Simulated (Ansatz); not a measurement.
TaO3H, relaxed as a singlet with RKS r2SCAN-D4/def2-TZVP in Ansatz, starting from the GFN2-xTB geometry. Force threshold 0.02 eV/Å.

In the def2 sets Ta takes a core potential; there is no spin–orbit coupling. The structure holds one bond between oxygen atoms, so isomers without such links may lie far lower. The restricted singlet is unstable towards broken spin symmetry at other levels; at r2SCAN-D4/def2-TZVP this wasn't settled. The relaxation made no stability test and no search for a lower SCF solution. The structure comes from a short search, and lower isomers may exist.

Start:

```xyz
5

Ta   -0.153   -0.133    0.053
O    -1.004   -1.745    0.356
O    -1.811   -0.701    0.634
O     1.137    0.985   -0.401
H     1.832    1.594   -0.643
```

Problem. Estimate the energy that the relaxation releases and the steps that it takes.

Solution. 0.83 eV, in 31 steps; 39 s on 4 threads of Intel Xeon Platinum 8375C on a shared host. The force fell under the threshold at step 4, but the optimiser went on and released 0.216 eV more. No frequencies were taken in this run, so the end may be a saddle point.

Problem. Does the start keep its bonding and symmetry?

Solution. By distances, no bond broke or formed. The bond that changes most is O2–O3, from 1.35 to 1.49 Å (atoms count from 1). Point group C2v at the start, Cs at the end, both within 0.05 Å.

Problem. Predict the relaxed structure.

Solution. 
```xyz
5

Ta   -0.7624    0.3466   -0.2964
O    -0.3207   -1.1643    0.6793
O    -1.7971   -1.0856    0.4728
O     0.9714    1.0089   -0.5125
H     1.9089    0.8945   -0.3432
```
Bond lengths: 3 × O–Ta 1.85 to 1.93 Å; 1 × O–O 1.49 Å; 1 × H–O 0.96 Å.
